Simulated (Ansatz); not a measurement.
```yaml
crystal:
  periodic: [false, false, false]
  atoms:
    - {symbol: Hg, position_ang: [-0.000003, 0.000010, -0.000016]}
    - {symbol: I, position_ang: [0.721455, 1.841605, 1.649839]}
    - {symbol: I, position_ang: [-0.721463, -1.841625, -1.649823]}
basis:
  gaussian: {orbitals: def2-mTZVPP}
hamiltonian: {xc: {name: r2SCAN}, dispersion: d3bj}
scf: {omitted_lower_state_checks: [starts]}
output: {forces: true}
```

```sh
$ ansatz run in.yaml --threads 4 --pin off --events-out ev --progress --plain --max-ram 3916MiB
```

Output, abridged:

```
Warning: the engine holds no damping parameters fitted to this dispersion correction and functional, so the run takes those fitted to r2scan beside the three-body term, which d3bj leaves out (hamiltonian.dispersion, under Limitations)
Functional definition: r2SCAN
988 factors; their error is unknown
mean field evaluation 1: about -20383.1820 eV, gradient 2.4e1 eV
mean field evaluation 2: about -20378.9004 eV, gradient 4.8e1 eV
mean field evaluation 4: about -20384.7431 eV, gradient 1.5e0 eV
mean field evaluation 8: about -20384.7372 eV, gradient 1.4e-2 eV
mean field -20384.73715438 eV, -749.1252731524 hartree, gradient 8.0e-6 eV, S^2 0.000000; 0 other end points of the search recorded, 0 dependent functions left out
reference -20384.73716421 eV, -749.1252735137 hartree; 35, 35 occupied and 73, 73 virtual orbitals, 988 factors
Total energy: -20384.76593204 eV, -749.1263307120 hartree
Atom 0 at    -0.000003     0.000010    -0.000016 Å, force    -0.000001    -0.000016     0.000018 eV/Å
Atom 1 at     0.721455     1.841605     1.649839 Å, force     0.107519     0.274463     0.245865 eV/Å
Atom 2 at    -0.721463    -1.841625    -1.649823 Å, force    -0.107518    -0.274447    -0.245883 eV/Å
Dipole moment:     0.000000     0.000005    -0.000006 e Å
Checks for a lower state left out: starts
```

It took 2 s on 4 threads of Arm Neoverse V1 on a shared host.

In the def2 sets Hg, I take a core potential; there is no spin–orbit coupling.
